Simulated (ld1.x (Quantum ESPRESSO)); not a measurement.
## zinc PAW: all-electron and pseudo phase curves

- Element: Zn
- Generator: ld1.x (Quantum ESPRESSO) 7.5
- Type: PAW
- Functional: PBE
- Relativity: scalar-relativistic
- Frozen core: [Ar]
- Valence charge: 12
- Reference configuration: 3d10 4s1.75 4p0.25
- Partial waves: 4s (bound): rcut 1.60, rcutus 1.95 bohr; 4s channel at 0.15 Ry: rcut 1.60, rcutus 1.95 bohr; 4p (bound): rcut 2.50, rcutus 3.05 bohr; 4p channel at 1.45 Ry: rcut 2.50, rcutus 3.05 bohr; 3d (bound): rcut 0.55, rcutus 0.75 bohr; 3d channel at 1.9 Ry: rcut 0.55, rcutus 0.75 bohr
- Local potential: all-electron potential smoothed inside 1.55 bohr (lloc = -1)
- Core correction: Bessel-smoothed model core inside 0.50 bohr
- Augmentation charge: GAUSS, radius 0.50 bohr

The phase is arctan(r·u′/u) with u = r·R(r), unwrapped; energies in Ry, scanned from -3 to 5 Ry. A pole is an energy at which the radial function vanishes at the test radius. The pseudo phase is shifted by a multiple of π to meet the all-electron one at the reference energy, and phase errors are pseudo minus all-electron; the curves can meet again beyond the range given. Levels narrower than the energy grid can be missing from the lists of poles.

```tsv
channel	radius (bohr)	reference energy (Ry)	poles, all-electron	poles, pseudo	unbroken range about the reference energy with phases within 0.05 rad	phase error 1 Ry above the reference energy (rad)
s	3.30	-0.47	0.02, 4.31	0.02, 4.11	below 4.5	-0.000
p	3.30	-0.10	0.81	0.80, 4.38	below 2.3	-0.001
d	3.30	-0.79	-0.77, 2.23	-0.77, 2.23	the whole range	+0.000
```

Phases in the p channel:

```tsv
E (Ry)	all-electron	pseudo
-3.00	1.387	1.384
-2.52	1.368	1.365
-2.04	1.341	1.338
-1.56	1.300	1.297
-1.08	1.225	1.222
-0.60	1.033	1.031
-0.12	-0.076	-0.076
0.36	-1.350	-1.352
0.84	-1.581	-1.582
1.32	-1.700	-1.700
1.80	-1.831	-1.833
2.28	-2.129	-2.169
2.76	-3.444	-3.781
3.24	-4.331	-4.453
3.72	-4.533	-4.611
4.20	-4.619	-4.690
4.68	-4.671	-4.748
```
